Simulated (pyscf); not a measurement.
Single points on ωB97X-D3(BJ)/def2-SVP structures (PySCF, gas phase).

Question: What is the homolytic dissociation enthalpy (298 K, ωB97M-D3(BJ)/def2-TZVP) of the Si–Si bond of F–SiH(SiH₃)–Si(Cl)(Cl)–Cl, to F–SiH•–SiH₃ + Cl–Si•(Cl)–Cl?

Answer: Si–Si to F–SiH•–SiH₃ + Cl–Si•(Cl)–Cl: 3.28 eV. The 7 functionals that were run give +2.92 (PBE) to +3.47 eV (ωB97X-D3(BJ)/def2-TZVP). Other isomers of F–SiH•–SiH₃ were not searched in full and may lie lower.
